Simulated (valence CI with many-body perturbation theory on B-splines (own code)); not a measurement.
Level structure of Zn16+

Level of theory: valence CI with perturbative core correlation (CI+MBPT): four valence electrons over a frozen Dirac-Fock core [Ne], radial functions for each j: 11 s, 11 p, 10 d, 8 f, 5 g, 2 h, with the one-electron correlation potential Σ1, the two-electron term Σ2, the three-electron term Σ3, Breit, model QED; selected CI, second order for the rest, scaled by the run's own slope (own B-spline code, finite nucleus).

No measured levels were compared; by estimate levels of excited configurations hold to 0.05 to 0.15 % of their energy, terms of the ground configuration to about 0.5 %. Among the levels kept, up to 820 cm⁻¹ of a level comes from second order outside the variational space, and about a tenth of that is noise between levels of different J, which matters for small intervals.

Levels 136 to 172 of 172, with energies above the lowest level, 3s2 3p2 3P_0. "Leading %" is the weight of the configuration and term that name the level; weights of strongly mixed levels are sums over their largest components and can fall short. In the jj column 3d3/2^4 stands for four electrons in 3d with j = 3/2. Lifetimes count E1, E2, E3, M1 and M2 decay at the calculated energies, and are blank where another channel may lead or the interval is too uncertain; long ones can be off by a factor of two.

```csv
No.,Configuration,Term,J,E (cm⁻¹),Leading %,Lifetime,Leading jj,g
136,3s 3p 3d2,5D°,2,1459500,63,20.6 ps,3s 3p1/2 3d3/2 3d5/2 (65 %),1.356
137,3s 3p 3d2,5D°,3,1463000,47,18.2 ps,3s 3p1/2 3d3/2 3d5/2 (52 %),1.376
138,3s 3p 3d2,5F°,1,1465500,82,12.5 ps,3s 3p1/2 3d3/2^2 (36 %),0.254
139,3s 3p 3d2,5F°,2,1469500,66,13.6 ps,3s 3p1/2 3d3/2 3d5/2 (29 %),1.176
140,3s 3p 3d2,5F°,4,1469900,52,16.0 ps,3s 3p1/2 3d5/2^2 (49 %),1.409
141,3s 3p 3d2,5F°,3,1475700,54,14.1 ps,3s 3p3/2 3d3/2 3d5/2 (24 %),1.329
142,3s 3p 3d2,1F°,3,1479300,21,11.7 ps,3p1/2^2 3p3/2 3d5/2 (24 %),1.196
143,3s 3p 3d2,5P°,1,1481900,89,19.1 ps,3s 3p1/2 3d3/2 3d5/2 (43 %),2.422
144,3s 3p 3d2,5F°,5,1482600,96,13.0 ps,3s 3p3/2 3d5/2^2 (46 %),1.393
145,3s 3p 3d2,5D°,4,1485800,55,17.9 ps,3s 3p3/2 3d3/2 3d5/2 (72 %),1.429
146,3p3 3d,1F°,3,1489300,67,21.6 ps,3p1/2 3p3/2^2 3d5/2 (27 %),1.042
147,3s 3p 3d2,5P°,2,1490100,85,18.6 ps,3s 3p1/2 3d3/2 3d5/2 (26 %),1.798
148,3p3 3d,3D°,2,1494500,31,11.3 ps,3p1/2 3p3/2^2 3d5/2 (29 %),1.093
149,3s 3p 3d2,3F°,2,1496600,63,18.6 ps,3s 3p1/2 3d3/2^2 (23 %),0.736
150,3s 3p 3d2,5P°,3,1501800,77,18.1 ps,3s 3p3/2 3d3/2 3d5/2 (69 %),1.612
151,3s 3p 3d2,3F°,3,1506100,55,17.3 ps,3s 3p3/2 3d3/2 3d5/2 (18 %),1.129
152,3p3 3d,3D°,1,1508900,44,11.2 ps,3s 3p3/2 3d3/2 3d5/2 (27 %),0.521
153,3p3 3d,3D°,3,1511300,26,11.2 ps,3p3/2^3 3d3/2 (28 %),1.183
154,3s 3p 3d2,5D°,4,1513400,60,13.2 ps,3s 3p3/2 3d5/2^2 (53 %),1.401
155,3s 3p 3d2,5D°,2,1515900,92,9.64 ps,3s 3p3/2 3d3/2 3d5/2 (49 %),1.471
156,3s 3p 3d2,5D°,1,1516500,96,9.61 ps,3s 3p3/2 3d3/2^2 (44 %),1.464
157,3s 3p 3d2,5D°,0,1516800,99,9.58 ps,3s 3p3/2 3d3/2^2 (63 %),
158,3s 3p 3d2,5D°,3,1516900,79,10.3 ps,3s 3p3/2 3d3/2 3d5/2 (55 %),1.479
159,3s 3p 3d2,3F°,4,1521300,45,13.7 ps,3s 3p3/2 3d3/2 3d5/2 (36 %),1.317
160,3p3 3d,1D°,2,1522300,31,11.6 ps,3p3/2^3 3d3/2 (38 %),1.039
161,3s 3p 3d2,3H°,4,1522900,82,30.2 ps,3s 3p1/2 3d3/2 3d5/2 (67 %),0.859
162,3p3 3d,3D°,1,1526100,42,10.5 ps,3s 3p3/2 3d3/2^2 (19 %),0.532
163,3s 3p 3d2,3D°,2,1530800,40,11.8 ps,3p1/2 3p3/2^2 3d5/2 (27 %),1.164
164,3s 3p 3d2,3H°,5,1532100,74,27.5 ps,3s 3p1/2 3d3/2 3d5/2 (59 %),1.072
165,3s 3p 3d2,3D°,3,1537500,36,14.4 ps,3s 3p3/2 3d5/2^2 (41 %),1.305
166,3s 3p 3d2,3G°,3,1546900,79,14.7 ps,3s 3p1/2 3d3/2 3d5/2 (33 %),0.764
167,3s 3p 3d2,3G°,4,1551600,71,15.9 ps,3s 3p3/2 3d3/2 3d5/2 (39 %),1.037
168,3s 3p 3d2,3S°,1,1553000,74,9.11 ps,3s 3p3/2 3d3/2 3d5/2 (44 %),2.015
169,3s 3p 3d2,5S°,2,1554000,94,6.85 ps,3s 3p3/2 3d3/2 3d5/2 (46 %),1.991
170,3s 3p 3d2,3H°,6,1555400,99,34.4 ps,3s 3p3/2 3d3/2 3d5/2 (78 %),1.166
171,3s 3p 3d2,3G°,5,1559200,64,17.2 ps,3s 3p3/2 3d3/2 3d5/2 (45 %),1.161
172,3s 3p 3d2,3G°,3,1559400,86,19.6 ps,3s 3p1/2 3d3/2 3d5/2 (41 %),0.763
```

Names give the largest LS component (configuration and term), which can be under half, so a name can repeat, a term be missing and a line seem to break the LS rules; names also repeat where a configuration has a term twice.

Where two levels of one J and parity lie close, their mixing, g and order are uncertain.
